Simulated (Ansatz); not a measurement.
Consider the redistribution: `F[CH]([SiH3])[GaH2]` + `BSC` → `C[S][GaH2]` + `BC(F)[SiH3]`.

Computed with Ansatz on PBE0-D4/def2-TZVP structures; ΔE is electronic, products minus reactants. CCSD(T)/CBS adds triple-zeta CCSD(T) − MP2 to the extrapolated MP2 energy (def2 sets, frozen cores). DFT in def2-TZVPP. HSE06 is defined as in plane-wave codes. For Ga outer-core shells are correlated without core-valence functions, which leaves a few kJ/mol of doubt a bond. Scalar relativity is left out up to krypton.

`F[CH]([SiH3])[GaH2]`:

Cartesian coordinates in Å:
```
F -0.444 1.851 -0.524
C -0.105 0.728 0.250
Si 1.351 -0.169 -0.554
Ga -1.686 -0.442 0.548
H 0.235 1.092 1.232
H 0.928 -0.800 -1.832
H 1.796 -1.235 0.384
H 2.474 0.765 -0.827
H -3.033 -0.105 -0.171
H -1.516 -1.684 1.494
```

`BSC`:

Z-matrix (Å, degrees):
```
C
S 1 1.809
H 1 1.090 2 109.0
H 1 1.088 2 109.9 3 -120.5
H 1 1.090 2 109.1 3 118.9
B 2 1.749 1 105.8 3 120.7
H 6 1.193 2 115.9 1 -180.0
H 6 1.194 2 121.2 1 0.0
```

`C[S][GaH2]`:

Z-matrix (Å, degrees):
```
C
S 1 1.818
H 1 1.089 2 111.5
H 1 1.090 2 108.9 3 120.6
H 1 1.090 2 108.9 3 -120.6
Ga 2 2.184 1 103.3 3 -0.1
H 6 1.565 2 116.4 1 0.0
H 6 1.559 2 116.6 1 -180.0
```

`BC(F)[SiH3]`:

```xyz
10

B     0.200    0.364    1.415
C    -0.330   -0.681    0.449
F    -1.696   -0.941    0.472
Si    0.113    0.171   -1.237
H     1.387    0.521    1.453
H    -0.533    1.082    2.024
H     0.214   -1.632    0.408
H    -0.803   -0.403   -2.251
H     1.529   -0.125   -1.566
H    -0.082    1.643   -1.166
```

```csv
level,ΔE (kJ/mol),difference from CCSD(T)/CBS
HSE06-D4,-27.9,-4.0
ωB97X-V,-25.8,-1.9
ωB97M-V,-27.2,-3.3
PBE-QIDH,-27.6,-3.7
BLYP,-23.9,0.0
PBE0,-28.0,-4.1
r2SCANh,-29.8,-5.9
HSE06,-28.1,-4.2
BHLYP,-30.3,-6.4
HF/CBS(def2),-34.4,-10.5
CCSD(T)/CBS,-23.9,0
```

Largest T1 diagnostic among the species: 0.014.

In def2-TZVPP, CCSD(T) changes the Hartree–Fock value by +12.0 kJ/mol (the triples alone add +1.5 kJ/mol) and MP2 by +11.5 kJ/mol. Leaving LDA and LC-ωPBE aside and taking each functional with its dispersion term where it has one, the values, not all of them listed here, spread over 6.8 kJ/mol, from r2SCAN0-D4 to revPBE-D4. LDA lies −3.4 kJ/mol from PBE without D4.
